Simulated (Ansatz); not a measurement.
A run for Ansatz (a quantum-chemistry and plane-wave program): U-PBE/def2-TZVPP on BFHI (SMILES FBI), a point of a bond scan (R = 4.197 Å). Elements past Kr take the def2 small-core potentials; no spin–orbit coupling.

Ansatz 0.2 input:
```yaml
crystal:
  periodic: [false, false, false]
  atoms:
    - {symbol: B, position_ang: [-0.24474767, -1.33345574, 0.80641967]}
    - {symbol: F, position_ang: [3.07381233, -2.64641520, 3.01524351]}
    - {symbol: H, position_ang: [-1.26010087, -1.94582817, 0.81786299]}
    - {symbol: I, position_ang: [-0.08767701, 0.45862089, -0.34566142]}
basis:
  gaussian:
    orbitals: def2-TZVPP
hamiltonian:
  xc: {name: PBE}
magnetization: {spin_polarized: true, initial_magnetization: 0}
```

Problem. Predict the final total energy.

Solution. -422.7336 hartree. Its determinant has ⟨S²⟩ = 0.67, a mixture of spin states.

Problem. How many basis functions does it have, and what does it roughly cost on one machine?

Solution. 126 functions; about 16 core-seconds (a rough figure).
